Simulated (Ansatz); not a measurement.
C$_{2}$H$_{8}$GaNSi (`C[N]1C[SiH2][GaH]1`) at its PBE0-D4/def2-TZVP geometry, where that method's forces vanish. The species carries charge 0 and has multiplicity 1.

```xyz
13

C     0.3354    0.3553    1.8507
N     0.1518    0.3278    0.4278
C    -0.3049   -0.9410   -0.1388
Si   -0.3916   -0.4831   -1.9961
Ga    0.3481    1.5305   -0.9627
H     1.0814   -0.3837    2.1773
H     0.6751    1.3421    2.1726
H    -0.5987    0.1270    2.3842
H    -1.2789   -1.2481    0.2706
H     0.4000   -1.7607    0.0656
H    -1.7600   -0.5905   -2.5756
H     0.5258   -1.2860   -2.8527
H     0.8164    3.0106   -0.8230
```

Problem. What forces (eV/Å) does r2SCAN-D4/def2-TZVPP give on these atoms in Ansatz? (Best estimate.)

Solution. The calculation gave: 
```
C1   0.035  0.020  0.240
N2   0.058  0.203 -0.037
C3  -0.083 -0.229 -0.109
Si4  0.009  0.055 -0.068
Ga5  0.020  0.106 -0.099
H6  -0.007 -0.007 -0.006
H7  -0.005 -0.013 -0.012
H8   0.000 -0.009 -0.007
H9  -0.002  0.001  0.028
H10  0.008 -0.002  0.027
H11  0.016 -0.010  0.010
H12 -0.016  0.000  0.014
H13 -0.032 -0.115  0.021
```
